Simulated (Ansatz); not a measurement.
`[F][Ta]([F])([F])([F])[Cl]` + HCl → `[F][Ta]([F])([F])([Cl])[Cl]` + H–F at 600 K and 1 bar (ligand exchange at a Ta–F bond).

Isolated molecules relaxed with PBE0-D4/def2-TZVP in Ansatz; ΔE leaves out vibrations. CCSD(T)/CBS adds triple-zeta CCSD(T) − MP2 to the extrapolated MP2 energy (def2 sets, frozen cores). This one scheme is used for every species. Elements past krypton have def2 core potentials. For Ta outer-core shells are correlated without core-valence functions, which leaves a few kJ/mol of doubt a bond.

| species | CCSD(T)/CBS energy (Eh) | H − E (kJ/mol) | S (J/(mol·K)) |
| --- | --- | --- | --- |
| `[F][Ta]([F])([F])([F])[Cl]` | -916.15583 | 85.3 | 450.8 |
| HCl | -460.38127 | 35.4 | 207.2 |
| `[F][Ta]([F])([F])([Cl])[Cl]` | -1276.13456 | 84.4 | 467.9 |
| H–F | -100.39570 | 42.3 | 194.0 |

H − E and S are ideal-gas, rigid-rotor, harmonic terms from PBE0-D4/def2-TZVP. 1 Eh = 2625.50 kJ/mol, R = 8.31446 J/(mol·K).

Problem. By hand: ΔE, ΔH, ΔS and ΔG.

Solution. ΔE = (-1276.13456) + (-100.39570) − (-916.15583) − (-460.38127) = 0.00684 Eh = 18.0 kJ/mol. Δ(H − E) = 84.4 + 42.3 − 85.3 − 35.4 = 6.0, so ΔH = 24.0 kJ/mol. ΔS = 467.9 + 194.0 − 450.8 − 207.2 = 3.9 J/(mol·K). ΔG = 24.0 − 600 × (3.9)/1000 = 21.7 kJ/mol.

Problem. By hand: the equilibrium constant, and the temperature at which ΔG would vanish if ΔH and ΔS stayed fixed.

Solution. log₁₀ K = −ΔG/(RT ln 10) = -1.9. ΔG = 0 at ΔH/ΔS = 6154 K, far beyond where these terms or the molecules hold.

The number of gas molecules stays the same, so ΔS is small and ΔH decides. A doubt of 5 kJ/mol in ΔE shifts log₁₀ K by 0.4 here. These are equilibria of isolated gas molecules and say nothing of rates. Largest T1 diagnostic: 0.018 (customary marks: 0.02 for closed shells, 0.045 for open ones).
